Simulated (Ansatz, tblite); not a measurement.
Clusters of 3 atoms, chalcogenide: E(high spin) − E(low spin) (eV) at several levels, gas phase, relaxed structures; Ansatz, xTB through tblite. Each state is relaxed at the level in the geometry column; the other columns are single points. Clusters are the lowest isomers that short searches found in that spin, judged at the geometry's level. Core potentials for Ag, Au, Pd, Pt, Ta, Te, Zr in the def2 sets, no spin–orbit coupling. xTB has no spin-polarisation term. Singlets are spin-restricted. The structures are stationary points that may keep the symmetry of their start. Correlated methods freeze inner cores and use unrestricted references for open shells. Remarks come from the PBE and PBE0 runs and from stability tests at other levels; not every state was tested. HOMO above LUMO (over both spins in singlets and doublets, within one spin in higher multiplets; at PBE or PBE0), or a gap under 0.15 eV within one spin, warns that the state may not be the lowest or that an electron is smeared out.

```
species              state             geometry  GFN1-xTB  GFN2-xTB  PBE-D4/def2-TZVP  r2SCAN-D4/def2-TZVP  PBE0-D4/def2-TZVP  RPA@PBE/def2-TZVP                                                 remarks
 Ag2Se⁺  quartet − doublet     PBE-D4/def2-TZVP      2.42      1.97              2.21                 2.27               2.42               2.42                                                       –
  TeAu2  quintet − singlet    PBE0-D4/def2-TZVP      3.69      5.94              2.60                 2.40               2.79               2.78                                                       –
 PtSe2⁺  quartet − doublet     PBE-D4/def2-TZVP      1.66      1.17              0.81                 0.74               0.86               0.87                                                       –
   VSe2  quartet − doublet     PBE-D4/def2-TZVP      1.07      0.94              0.91                 0.75                  –               0.90                     spin-contaminated (⟨S²⟩ up to 1.25)
  ZrTe2  quintet − singlet     PBE-D4/def2-TZVP      2.20      2.30              2.65                 2.34               2.30               2.26  gap within one spin near zero at PBE or PBE0 (quintet)
   TaS2  quartet − doublet  r2SCAN-D4/def2-TZVP      1.73      1.47              1.82                 1.67               1.73               1.79                                                       –
   Au2S  quintet − singlet     PBE-D4/def2-TZVP      4.16      5.93              2.94                 2.73               3.13               3.05                                                       –
  PdS2⁺  quartet − doublet     PBE-D4/def2-TZVP      1.61      1.34              1.46                 1.31               1.17               1.21                                                       –
  Ag2Se  quintet − singlet  r2SCAN-D4/def2-TZVP      4.95      4.39              3.81                 3.74               4.06               4.04                                                       –
```
